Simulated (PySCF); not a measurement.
C4H9FSi, SMILES C[C@H]1C[C@@]1(F)[SiH3]. Geometry optimised at B3LYP-D3(BJ)/def2-SVP. The structure was generated by enumeration; whether it is a known compound was not checked.

Computed equilibrium geometry at B3LYP-D3(BJ)/def2-SVP (PySCF confirms it by a frequency run) as a Z-matrix:
```
C
F 1 1.3906
C 1 1.5061 2 114.15
H 3 1.0959 1 111.45 2 0.95
C 1 1.5080 2 114.42 3 -66.66
H 5 1.0932 1 115.69 2 -4.01
H 5 1.0949 6 114.98 1 143.84
C 3 1.5115 4 114.96 1 -145.89
H 8 1.1007 3 111.64 4 -178.77
H 8 1.1020 9 107.33 3 -121.43
H 8 1.1022 9 107.85 10 -115.95
Si 1 1.8880 2 109.91 3 148.26
H 12 1.4892 1 108.85 2 54.83
H 12 1.4902 13 109.35 1 120.52
H 12 1.4909 13 109.25 14 119.74
```
